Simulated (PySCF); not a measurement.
Computed shifts of a molecule C3H7FSi2, PySCF with PBE0/pcSseg-1, GIAO, gas phase, equivalent atoms averaged, in ppm (number of nuclei): ²⁹Si: -31.2 (1), -64.7 (1). ¹⁹F: -219.8 (1). ¹³C: 123.4 (1), 116.9 (1), -3.8 (1). ¹H: 5.30 (2), 4.60 (2), 0.72 (3). References: ²⁹Si against TMS (σ = 352.7 ppm); ¹⁹F against CFCl3 (σ = 167.2 ppm); ¹³C against TMS (σ = 186.3 ppm); ¹H against TMS (σ = 31.56 ppm), references at their B3LYP-D3(BJ)/def2-TZVP geometries, non-relativistic. The structure is a stationary point at B3LYP-D3(BJ)/def2-SVP. Other conformers were not sampled.

Q: Identify the compound among the candidates.
A. F[C@H]1[SiH2]C=C1[SiH3]
B. FC1=C[C@@H]([SiH3])[SiH2]1
C. C[SiH2]C#C[SiH2]F
D. C#C[Si@@H](C)[SiH2]F

A: C, C[SiH2]C#C[SiH2]F
